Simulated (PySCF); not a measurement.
**C₆ coefficients of unlike pairs at HSE06**

Calculated with PySCF 2.14 from the dipole response of each species, C₆(A,B) = (3/π) ∫ α_A(iu) α_B(iu) du, in atomic units, from isotropic polarisabilities. For ions this is the dispersion term alone; charge-induced terms of lower order in 1/R come first.

```csv
species,configuration,basis,relativity,α (bohr³),C₆ (like pair)
B,[He] 2s2 2p1 (2P),aug-cc-pwCVDZ (5s4p2d),none,21.91,107.3
Ge²⁺,[Ar] 3d10 4s2 (1S),aug-cc-pVQZ-PP with ECP10MDF (7s6p5d3f2g),core potential,10.58,40.19
Se²⁺,[Ar] 3d10 4s2 4p2 (3P),def2-TZVPPD (7s6p5d1f),none,9.547,43.94
Te³⁺,[Kr] 4d10 5s2 5p1 (2P),aug-cc-pwCVTZ-DK3 (10s9p7d4f1g),spin-free X2C,10.65,56.79
```

Estimate C₆ for Te³⁺ with Ge²⁺.

The integral gives 47.00. The combination rule 2 C_A C_B / (C_A α_B/α_A + C_B α_A/α_B) gives 47.13 and the geometric mean 47.77.

No spin-orbit coupling is included.

The other pairs:

| pair | C₆ |
| --- | --- |
| Te³⁺, Se²⁺ | 49.62 |
| Se²⁺, B | 64.51 |
| Ge²⁺, B | 63.93 |
| Se²⁺, Ge²⁺ | 41.69 |
| Te³⁺, B | 71.85 |
